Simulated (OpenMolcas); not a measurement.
# Ce2+: moving or changing the point charges

Ce2+ among 6 point charges of -1.5 e arranged as an octahedron (Oh), 2.58 Å from the ion.

```
Program             : OpenMolcas
Method              : SS-CASPT2, IPEA 0.25 Eh, imaginary shift 0.1 Eh (closed shells correlated: 5s 5p)
Basis               : ANO-RCC-VDZP [7s6p4d2f1g]
Scalar Hamiltonian  : DKH2, point nucleus
Active space        : 2 electrons in 7 orbitals (4f)
State averaging     : 2S+1 = 3 even, 21 roots; 2S+1 = 1 even, 27 roots kept (CI in the orbitals of an earlier block)
Spin-orbit coupling : state interaction with AMFI integrals over the reference wave functions
```

Runs around this geometry, states (labels of O, the rotations of Oh). Energies in cm-1 above the lowest state or level, χT in cm3 K/mol; under a threefold ground state the first gap can be a small split of the lowest multiplet, not the spin-orbit step.

```
R (Å)  Ground state  First state of that spin  First gap with spin-orbit (degeneracies)  Width of lowest J  χT at 300 K
 2.58           3T2                   3T1 550                                 64 (2, 3)                437        1.316
 2.86           3T1                   3T2 210                                160 (1, 3)                553        1.528
 3.08           3T1                   3T2 200                                150 (1, 3)                446        1.565
```

The ground state changes within this set.

Roots that are degenerate in the reference are averaged as groups; the widest CASPT2 spread within a group is 990 cm-1 (the 3-fold group of multiplicity 1 near 5170 cm-1 above the lowest state of its run, R = 2.58). Shifts and gaps below about the spread of the groups concerned are not significant. This is an electrostatic model: the charges have no orbitals. No measured value stands beside these numbers.
